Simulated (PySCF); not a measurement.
# What a mistake does to a calculation on AlBH3O2

These are calculations, not measurements. The program is PySCF 2.14.0, an open-source quantum chemistry code, run on an isolated molecule that a program drew, which may never have been made. The molecule is AlBH3O2 (charge 0, doublet), drawn as the SMILES string `[BH][Al]([OH])[OH]`.

Each row is a Hartree-Fock (HF) and frozen-core CCSD(T) single point in the cc-pV(D+d)Z basis, meant for a local HF minimum. Run 1 is clean. Each other run has one planted mistake out of seven kinds, and not every kind appears here: one electron removed, one electron added, multiplicity raised by two, geometry at a saddle point, minimal basis STO-3G, one bond length entered in bohr, all coordinates scaled. The reference is restricted for singlets and unrestricted otherwise, and also for a bond in bohr. Adding or removing an electron swaps singlet and doublet. Electrons count all cores. HOMO and LUMO are orbital energies over both spins, the gradient is its largest component, and the lowest frequency (negative if imaginary) is given only where the gradient is small. Bond lengths are over the 6 bonds as drawn. T1 is the CCSD diagnostic: over 0.02 (restricted) or 0.045 (unrestricted) a single reference is doubtful.

Geometry of the clean run:
```xyz
7
AlBH3O2, angstrom
B     0.3594    0.9813    0.4747
Al   -1.4512    0.0228    0.6615
O    -2.8464    0.8635    0.2237
O    -1.4652   -1.5348    1.3091
H     1.3944    1.3891    0.0547
H    -3.7595    0.6407    0.2662
H    -2.1654   -2.1283    1.5152
```

| run | electrons | basis functions | <S^2> | HOMO (eV) | LUMO (eV) | gradient (hartree/bohr) | lowest frequency (cm^-1) | mean bond (Å) | longest bond (Å) | T1 | HF (hartree) | CCSD(T) (hartree) | mistake |
|---|---|---|---|---|---|---|---|---|---|---|---|---|---|
| 1 | 37 | 80 | 0.760 | -8.16 | 1.34 | 3.2e-05 | 180 | 1.4169 | 2.057 | 0.0140 | -418.12397 | -418.65377 | no fault |
| 2 | 37 | 27 | 0.763 | -5.79 | 7.26 | 7.6e-02 | - | 1.4169 | 2.057 | 0.0167 | -412.75097 | -412.89632 | minimal basis STO-3G |
| 3 | 36 | 80 | 0.000 | -17.79 | -6.43 | 7.4e-02 | - | 1.4169 | 2.057 | 0.0176 | -417.85774 | -418.37722 | one electron removed |
| 4 | 37 | 80 | 0.759 | -8.07 | 1.33 | 1.4e-05 | -133 | 1.4151 | 2.048 | 0.0139 | -418.12391 | -418.65374 | geometry at a saddle point |
| 5 | 38 | 80 | 0.000 | 0.34 | 7.65 | 5.8e-02 | - | 1.4169 | 2.057 | 0.0141 | -418.07447 | -418.63902 | one electron added |
| 6 | 37 | 80 | 1.735 | -7.50 | 1.11 | 2.0e-02 | - | 1.6671 | 3.188 | 0.0374 | -417.97593 | -418.47382 | ? |

**Which mistake was planted in run 6, and what did it cost?**

The mean bond changes by a factor of 1.177 and the longest by 1.550, so the molecule wasn't scaled as a whole. A length L in bohr read as angstrom grows by (1/0.5292 - 1) L = 0.890 L. The 6 bonds together grew by 6 x 0.2502 = 1.501 Å, which gives L = 1.687 Å. That is the length of one of the Al-O bonds, 1.687 Å in the clean geometry. So the mistake is: one bond length entered in bohr. Subtracting run 1 and multiplying by 627.51 kcal/mol a hartree, the energy moved by 92.9 kcal/mol in HF and 112.9 kcal/mol in CCSD(T).

Cautions from the logs. Run 5: the HOMO is above zero, so the electron isn't bound and the energy depends on the basis.
